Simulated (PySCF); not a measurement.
# Vibration and rotation of CsN

UHF-CCSD(T) constants of CsN, ³Π (triplet), unpaired electrons σ ↑, π ↑ (Cs def2-TZVPP with ECP46, N def2-TZVPP; scalar-relativistic core potentials (PySCF 2.14); masses 132.9054 and 14.0031 u):

* ωe: 330.9 cm⁻¹
* ωexe: 1.72 cm⁻¹
* Be: 0.20606 cm⁻¹
* αe: 0.00149 cm⁻¹
* D (centrifugal): 3.2e-07 cm⁻¹
* De to Cs + N: 0.72 eV

(1) Give the vibrational terms G(v) and spacings up to v = 6.

Correlated steps freeze 1 core orbital. Spin–orbit coupling is left out, which matters for elements this heavy, above all for dissociation energies. The state was picked by a PBE0 search and need not be the measured ground state.

Results:

(1) G(v) = ωe(v+½) − ωexe(v+½)².

| v | G(v) (cm⁻¹) | G(v) − G(v−1) | Bv (cm⁻¹) |
| --- | --- | --- | --- |
| 0 | 165.0 |  | 0.2053 |
| 1 | 492.5 | 327.5 | 0.2038 |
| 2 | 816.5 | 324.0 | 0.2023 |
| 3 | 1137.1 | 320.6 | 0.2008 |
| 4 | 1454.2 | 317.1 | 0.1994 |
| 5 | 1767.9 | 313.7 | 0.1979 |
| 6 | 2078.2 | 310.3 | 0.1964 |
